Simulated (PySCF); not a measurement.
Molecule: SMILES B[C@@H]1C[C@@H]1C, C$_{4}$H$_{9}$B.

Mapped SMILES: `[BH2:1][C@@H:2]1[CH2:3][C@@H:4]1[CH3:5]`. Hydrogens are named by the atom that carries them. Ha(C3) is cis to B1 on the ring; Hb(C3) is trans to B1 on the ring.

Geometry PBE0-D3(BJ)/def2-SVP throughout; GIAO in PySCF 2.14.0 with density-fitted response routines, gas phase, one conformer, non-relativistic; equivalent atoms averaged; basis pcSseg-1.

For orientation, BLYP gives these absolute shieldings σ: C5 155.8, C2 145.1, C3 150.6, H(B1) 24.29, H(C5) 30.00, H(C4) 29.66, Hb(C3) 29.98, H(C2) 29.82, Ha(C3) 30.26 ppm.

A run gave: C5 171.8, C2 166.4, C3 169.4, H(B1) 24.06, H(C5) 30.07, H(C4) 29.88, Hb(C3) 30.15, H(C2) 30.10, Ha(C3) 30.47 ppm (absolute shieldings σ).

Task: Which functional was used in that run?
A. wB97X-D
B. B97-2
C. B97-D
D. LC-wPBE
E. KT3

Result: D. C5 tells them apart best: LC-wPBE gives 171.8, wB97X-D gives 166.5, KT3 gives 163.1, B97-2 gives 165.2, B97-D gives 159.9 ppm.
